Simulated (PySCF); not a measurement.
## Dipole moment and polarisability of `C#C[B]([GeH3])[GeH2][Br]`

C2H6BBrGe2.
Structure used (GFN2-xTB), in Å, numbered top down from 1:
```
atom  x, y, z in Å
C1     0.0827    2.7288   -0.7707
C2     0.1051    1.5495   -0.4954
B3     0.0883    0.1121   -0.1404
Ge4    1.7702   -0.8627    0.3557
Ge5   -1.7172   -0.8116   -0.1039
Br6   -2.7104   -0.2419    1.8924
H7     0.0791    3.7536   -1.0091
H8     2.6157   -1.1690   -0.8424
H9     1.5616   -2.1965    1.0033
H10    2.6907   -0.1196    1.2673
H11   -2.7817   -0.4111   -1.1166
H12   -1.7829   -2.3323   -0.0662
```

Level: CAM-B3LYP/def2-SVPD (PySCF), static field, nuclei fixed, core orbitals frozen in the response. The polarisability tensor in these axes (au):

```
x   129.47  -0.46  -8.84
y    -0.46 133.25  -9.78
z    -8.84  -9.78 106.79
```

Question: Give the principal values, the mean and the anisotropy Δα = √{½[(α1 − α2)² + (α2 − α3)² + (α1 − α3)²]}.

Answer: Principal values 100.99, 131.11 and 137.41 au; mean 123.17 au = 18.25 Å³ = 20.31 × 10⁻⁴⁰ C²·m²/J; Δα = 33.71 au (27 % of the mean).

Question: What is the dipole moment, and where does it point?

Answer: (1.30, 1.36, -2.18) D, 2.88 D in size, pointing from the negative to the positive side. Measured along this direction, the outermost atoms are Br6 at the negative end and H7 at the positive end.

Question: Sum over states: ᾱ = Σ f/ω², ω in Eh. What share falls to these 8 lowest TDDFT singlets (eV, f)? 2.78, 0.0016; 4.20, 0.0022; 4.29, 0.0181; 4.98, 0.0091; 5.07, 0.0694; 5.37, 0.0030; 5.97, 0.1179; 6.06, 0.0301.

Answer: They add up to 6.39 au, 5.2 % of the 123.17 au; the largest single term is 2.45 au, from the state at 5.97 eV. Terms in order: 0.15, 0.09, 0.73, 0.27, 2.00, 0.08, 2.45, 0.61 au. Higher excitations give the rest. The strengths listed sum to 0.251.

Question: Estimate the molar refractivity from the static electronic polarisability.

Answer: Lorentz–Lorenz: R = (4π/3)N_A α = 2.5225 cm³/(mol·Å³) × 18.25 Å³ = 46.0 cm³/mol, in the limit of long wavelengths.

Question: Refractivity n − 1 of an ideal gas of it at 298.15 K and 1 atm, from the electronic α?

Answer: N = p/kT = 2.4615 × 10¹⁹ cm⁻³, so n − 1 = 2π × N × 18.25 × 10⁻²⁴ cm³ = 2823 × 10⁻⁶ at long wavelengths.

Question: Rayleigh depolarisation ratio (linearly polarised light, static tensor)?

Answer: ρ = 3Δα²/(45ᾱ² + 4Δα²) = 3409.8/(682681 + 4546.4) = 0.00496.

Question: Give the principal axes and the span of the nuclei along them.

Answer: Largest value along (0.37, 0.85, -0.38), where the nuclei span 6.21 Å; middle along (0.88, -0.45, -0.14), 5.50 Å; least along (0.29, 0.28, 0.92), 3.84 Å. The response follows the extents in order.

The structure is a single GFN2-xTB conformer in the gas phase; no vibrational or solvent corrections. The calculation is non-relativistic, for germanium and bromine too.
